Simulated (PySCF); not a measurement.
Working out the ionisation energy of I

I [Kr] 4d10 5s2 5p5 (2P) → I+ [Kr] 4d10 5s2 5p4 (3P). Computed with PySCF 2.14 in x2c-TZVPPall with one added diffuse shell each of s, p, d, f type (9s7p5d3f, 76 functions), with the spin-free X2C one-electron Hamiltonian (Gaussian nucleus). Frozen: [Ar] 3d10. Energies in hartree (1 hartree = 27.21139 eV):

```
            part     I (lower)    I+ (upper)
             UHF  -7112.661317  -7112.308743
CCSD correlation     -0.566652     -0.538167
             (T)     -0.010642     -0.008905
```

What does Hartree-Fock give?

(-7112.308743) − (-7112.661317) = 0.352574 hartree = 9.594 eV.

What do CCSD and CCSD(T) give?

The CCSD correlation energies differ by 0.028485 hartree = 0.775 eV and the triples by 0.001737 hartree = 0.047 eV, so CCSD gives 10.369 eV and CCSD(T) 10.416 eV.

Measured between the centres of the two terms (NIST): 10.519 eV, so CCSD(T) (valence and next inner shell) is off by -0.103 eV.

What remains against the reference includes basis incompleteness, the frozen core and higher excitations.
